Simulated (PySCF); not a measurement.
C4H4F2O2. Atoms are numbered in the order given.

```xyz
12

C     -0.1677    -2.9460     0.0000
O     -0.6085    -1.5871     0.0000
C      0.3547    -0.6616     0.0000
O      1.5408    -0.8988     0.0000
C     -0.2090     0.7136     0.0000
F     -1.5342     0.8480     0.0000
C      0.6077     1.7764     0.0000
F      0.1488     3.0181     0.0000
H      0.4396    -3.1567     0.8929
H      0.4396    -3.1567    -0.8929
H     -1.0760    -3.5596     0.0000
H      1.6935     1.6702     0.0000
```

Geometry optimised at B3LYP-D3(BJ)/def2-SVP. One conformer was computed; it need not be the lowest.

Computed with PySCF with TDA-PBE/def2-SVPD.

Vertical excitations.  State labels are in the subgroup Cs.

List the lowest excited states. (An estimate is asked for; the answer gives what the named calculation found.)


```json
[
 {"state": "S1", "symmetry": "A\"", "energy (eV)": "4.59", "λ (nm)": "270", "f": "0.000", "main pairs": "HOMO−1→LUMO 100 %"},
 {"state": "S2", "symmetry": "A'", "energy (eV)": "5.81", "λ (nm)": "213", "f": "0.352", "main pairs": "HOMO→LUMO 84 %"},
 {"state": "S3", "symmetry": "A'", "energy (eV)": "6.00", "λ (nm)": "207", "f": "0.088", "main pairs": "HOMO−2→LUMO 85 %"},
 {"state": "S4", "symmetry": "A\"", "energy (eV)": "6.35", "λ (nm)": "195", "f": "0.011", "main pairs": "HOMO→LUMO+1 98 %"},
 {"state": "S5", "symmetry": "A\"", "energy (eV)": "6.59", "λ (nm)": "188", "f": "0.000", "main pairs": "HOMO−3→LUMO 99 %"},
 {"state": "S6", "symmetry": "A'", "energy (eV)": "6.62", "λ (nm)": "187", "f": "0.013", "main pairs": "HOMO−1→LUMO+1 92 %"},
 {"state": "T1", "symmetry": "A'", "energy (eV)": "3.54", "λ (nm)": "350", "f": "0", "main pairs": "HOMO→LUMO 98 %"},
 {"state": "T2", "symmetry": "A\"", "energy (eV)": "4.24", "λ (nm)": "293", "f": "0", "main pairs": "HOMO−1→LUMO 100 %"}
]
```
Triplets are in the Tamm–Dancoff approximation.
